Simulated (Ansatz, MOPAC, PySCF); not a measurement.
Torsion H4–O1–B2–Cl3 in BClH2O (SMILES OBCl); at each angle all else is relaxed with GFN2-xTB, and the levels are single points there.
Geometry at 0° (charge 0, multiplicity 1):
```xyz
5

O     -0.975    -0.162    -0.367
B      0.165     0.486    -0.214
Cl     1.006     0.494     1.302
H     -1.341    -0.637     0.383
H      0.608     1.063    -1.129
```

On the grid 0° to 330°, 270° is the highest and 0° the lowest point at CCSD(T)/CBS(cc-pV(T+d)Z, cc-pV(Q+d)Z).

Correlated levels freeze the cores. CBS(a, b) extrapolates the correlation energy as X⁻³ and adds the Hartree–Fock energy of set b. Rows in 6-311+G**, 6-31G*, LANL2DZ carry no dispersion term and start afresh at each structure (6-31G* with six Cartesian d functions). LANL2DZ brings its own core potentials from Na on. The state reached by PM3, PM7 isn't checked; PM7 holds dispersion and hydrogen-bond terms.

Run with Ansatz (a first-principles code) with Gaussian orbitals; MOPAC for PM3, PM7 (differences of heats of formation); PySCF for 6-311+G** rows, 6-31G* rows, LANL2DZ rows, the dispersion terms. 

Other levels give for the energy at 270° less that at 0°: PBE/def2-TZVPP 13.49; B3LYP/def2-TZVPP 13.14; B3LYP-D3(BJ)/def2-TZVPP 13.24; wB97M-V/def2-TZVPP 13.51; CCSD(T)/CBS(cc-pV(T+d)Z, cc-pV(Q+d)Z) 14.06 kcal/mol.

Common cheap choices:

```tsv
level	energy at 270° less that at 0° (kcal/mol)	less 14.06 (CCSD(T)/CBS(cc-pV(T+d)Z, cc-pV(Q+d)Z))
PM3	15.15	1.10
PM7	6.49	-7.57
HF/6-31G*	14.35	0.30
BP86/6-31G*	14.65	0.59
B3LYP/6-31G*	14.49	0.43
B3LYP/6-311+G**	13.16	-0.90
B3LYP/LANL2DZ	9.12	-4.94
M06-2X/6-31G*	14.42	0.36
```
